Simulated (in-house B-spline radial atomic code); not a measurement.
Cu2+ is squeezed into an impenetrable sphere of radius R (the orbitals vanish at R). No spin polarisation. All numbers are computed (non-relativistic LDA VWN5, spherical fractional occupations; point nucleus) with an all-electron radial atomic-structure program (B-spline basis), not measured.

Energies in eV above the free ion in [Ar] 3d9:

| R (bohr) | highest level (eV) | [Ar] 3d9 | [Ne] 3s2 3p5 3d10 | -dE/dV in [Ar] 3d9 (GPa) |
| --- | --- | --- | --- | --- |
| 8.16 | -30.2 | 0 | 66.49 | 1.77e-05 |
| 5.96 | -30.2 | 0.001745 | 66.5 | 0.011 |
| 5.08 | -30.2 | 0.01687 | 66.51 | 0.143 |
| 4.44 | -30 | 0.08502 | 66.58 | 0.929 |
| 3.86 | -29.7 | 0.3597 | 66.85 | 5.13 |
| 3.29 | -28.7 | 1.467 | 67.98 | 28.8 |
| 2.78 | -26.2 | 5.232 | 71.91 | 148 |
| 2.29 | -19.9 | 18.9 | 86.31 | 850 |
| 1.81 | -2.72 | 77.15 | 147.1 | 6400 |
| 1.43 | 35.9 | 279.1 | 353.6 | 42500 |

Does [Ne] 3s2 3p5 3d10 fall below [Ar] 3d9 under compression?

No, it stays above over the whole range.

The highest level is first positive in the row R = 1.43 bohr, pushed up by confinement above the zero of the free ion's potential. Each configuration is held fixed and needn't be the lowest in the sphere.
